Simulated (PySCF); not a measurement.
## Telling isomers of C₅H₇F₃O apart by NMR

- B3LYP/pcJ-1 coupling constants (spin–dipole term left out of most H,H and C,H couplings)
- σ from GIAO-PBE0/pcSseg-1
- coordinates at the PBE0-D3(BJ)/def2-SVP level
- program: PySCF 2.14.0 with density-fitted response routines
- non-relativistic Hamiltonian, a single conformation, averaged over atoms made equivalent by symmetry, fast rotation or ring inversion, in vacuum

References, each an isolated molecule treated in the same way: ¹H (σ = 31.27 ppm), ¹³C (σ = 184.41 ppm) against TMS. Multiplet labels drop J under 1 Hz and among equivalent protons, and merge close values. Unscaled 3J(H,H) run several per cent high. Vicinal couplings that depend on rotamer populations or ring flexing (ring, CH–CH, X–H and H–F types) are those of the one conformer. One-bond C–F couplings are unscaled and too large by tens of Hz. Shifts are as computed. Against solution values, carbons near 30 ppm lie about +2 ppm off and those near 130 ppm about +5 ppm. Of 1313 compounds with measured shifts, 239 miss one by over three times the rms of a fit or turn the order of signals round; such compounds aren't used in these exercises.

(1) Tabulate the signals of `C[C@@H]1[C@H](F)[C@@H]1OC(F)F`, `C[C@]1(C(F)(F)F)CCO1` and their relative energies.

(2) What is the quickest way to tell C[C@@H]1[C@H](F)[C@@H]1OC(F)F from C[C@]1(C(F)(F)F)CCO1?

Answers

(1) 
```tsv
SMILES	carbon types	δC	δH	E rel. (kcal/mol)
C[C@@H]1[C@H](F)[C@@H]1OC(F)F	4×CH 1×CH3	122.7, 70.4, 50.2, 16.2, 5.8	5.86 (dd, 1H), 4.20 (ddd, 1H), 3.08 (ddd, 1H), 1.28 (dd, 3H), 0.61 (sext of d of d, 1H)	18.0
C[C@]1(C(F)(F)F)CCO1	2×C 2×CH2 1×CH3	131.1, 82.1, 66.6, 29.5, 22.5	4.59 (ddd, 1H), 4.37 (ddd, 1H), 2.59 (ddd, 1H), 2.29 (m, 1H), 1.45 (q, 3H)	0.0
```

Energies are electronic energies at PBE0/pcSseg-1 on these geometries, without zero-point or thermal terms, each for the one conformer computed, which needn't be the lowest.

(2) Both give the same number of carbon signals, but DEPT or the intensities differ. The first has an sp3 CH bonded to 2 F and O at 122.7 ppm, the second a CF3 carbon (C) at 131.1 ppm. In the proton spectra the most deshielded non-exchanging signals are 5.86 (dd, J = 96.0, 76.1 Hz, 1H) and 4.59 (ddd, J = 9.7, 8.3, 7.1 Hz, 1H).
